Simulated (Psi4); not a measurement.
Br2Zn, charge -1, doublet, at a GFN2-xTB geometry (such geometries of metal compounds can be far from the true shape) (a state made from the parent by changing its charge; the spin is typed, not shown lowest) (a gas-phase anion, which may not be bound at this level).

The Psi4 input:
```
memory 2 GB

molecule {
-1 2
Zn   -0.44726896   -0.63134001   -0.74342448
Br   -0.03145420    2.05256578   -1.06046508
Br    0.41482759   -1.51141719    1.69768606
}

set {
  basis 6-31g*
  reference uhf
}

energy('scf')
print_variables()
```

Q: Give the total energy at the level HF/6-31G* (Psi4).

A: -6920.5160 Eh

Q: Predict the <S^2> from HF/6-31G*.

A: 0.754

Q: What is the computed nuclear repulsion energy (HF/6-31G*)?

A: 549.5521 Eh

Q: Predict the number of basis functions from HF/6-31G*.

A: 109

A gas-phase anion may not be bound at this level; its values then depend on the basis.

These values belong to the state on which the SCF converged, which isn't shown to be the lowest.
